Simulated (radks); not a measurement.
The numbers below are computed, except where a source is named.
All-electron atom: Ag4+ in [Kr] 4d7. Code: a radial shooting solver on a logarithmic mesh with Libxc functionals. Model: scalar-relativistic Kohn-Sham, Slater X-alpha with alpha = 0.642, spin-polarised, spherical densities, finite nucleus; open shells are filled with parallel spins first (spin-orbit coupling, left out, can overturn this in heavy ions); Fermi nuclear charge, rms radius 4.5454 fm.

Unscreened Slater integrals over Kohn-Sham orbitals (hartree). They are taken over the spin-up orbitals.

\begin{tabular}{lr}
integral & value \\ \hline
F0(4d,4d) & 0.74884 \\
F2(4d,4d) & 0.37847 \\
F4(4d,4d) & 0.24955 \\
F0(4d,4p) & 0.82074 \\
F2(4d,4p) & 0.41151 \\
G1(4d,4p) & 0.52063 \\
G3(4d,4p) & 0.32005 \\
F0(4d,4s) & 0.84596 \\
G2(4d,4s) & 0.38772 \\
F0(4p,4p) & 0.91849 \\
F2(4p,4p) & 0.48208 \\
F0(4p,4s) & 0.95454 \\
G1(4p,4s) & 0.64838 \\
F0(4s,4s) & 0.99583 \\
\end{tabular}

Derived for the open shells (J is the average intra-shell exchange parameter used in DFT+U). 4d: Racah B = F2/49 - 5 F4/441 = 0.004894 hartree, C = 35 F4/441 = 0.01981 hartree, C/B = 4.05, F4/F2 = 0.659, J = (F2 + F4)/14 = 0.04486 hartree.
